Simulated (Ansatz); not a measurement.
Stepwise reaction of `[SH][Hf]([SH])([SH])[Cl]` with hydrogen chloride, as a gas-phase model of exchange steps in deposition or etching. ΔE in kJ/mol; ΔG adds harmonic PBE0-D4 terms to CCSD(T)/CBS, at 1 bar.

Computed with Ansatz on PBE0-D4/def2-TZVP structures; ΔE is electronic, products minus reactants. CCSD(T)/CBS is the MP2 limit (def2-TZVPP, def2-QZVPP) plus CCSD(T) − MP2 in def2-TZVPP, frozen cores. This one scheme is used for every species. DFT in def2-TZVPP. B3LYP here is the variant with VWN-RPA as its local correlation; programs differ in this. def2 core potentials past Kr. For Hf outer-core shells are correlated without core-valence functions, which leaves a few kJ/mol of doubt a bond. One conformer a species, not always the lowest.

```tsv
step	reaction	PBE-D4	B3LYP-D4	ωB97M-V	CCSD(T)/CBS	ΔG(600 K)
1	`[SH][Hf]([SH])([SH])[Cl]` + HCl → `[SH][Hf]([SH])([Cl])[Cl]` + H₂S	-62.5	-69.4	-69.7	-66.4	-68.8
3	`[SH][Hf]([Cl])([Cl])[Cl]` + HCl → `[Cl][Hf]([Cl])([Cl])[Cl]` + H₂S	-63.0	-68.8	-69.7	-66.8	-51.5
```

**Question.** Give the row of step 2, `[SH][Hf]([SH])([Cl])[Cl]` + HCl → `[SH][Hf]([Cl])([Cl])[Cl]` + H₂S. (Best estimate.)

**Answer.** Computed: 
```json
{"step": "2", "reaction": "`[SH][Hf]([SH])([Cl])[Cl]` + HCl → `[SH][Hf]([Cl])([Cl])[Cl]` + H₂S", "PBE-D4": "-61.3", "B3LYP-D4": "-67.6", "ωB97M-V": "-68.5", "CCSD(T)/CBS": "-65.3", "ΔG(600 K)": "-66.5"}
```

**Question.** By hand: ΔE of the 3 steps together at CCSD(T)/CBS.

**Answer.** (-66.4) + (-65.3) + (-66.8) = -198.5 kJ/mol, or -66.2 kJ/mol a step.

In ΔE the steps differ by no more than 1.5 kJ/mol. All are downhill at CCSD(T)/CBS. ΔG lies between -68.8 and -51.5 kJ/mol a step. PBE-D4 differs from CCSD(T)/CBS by 3.8 to 4.0 kJ/mol a step. Isolated molecules leave out the surface, adducts and barriers. Largest T1 diagnostic: 0.016.
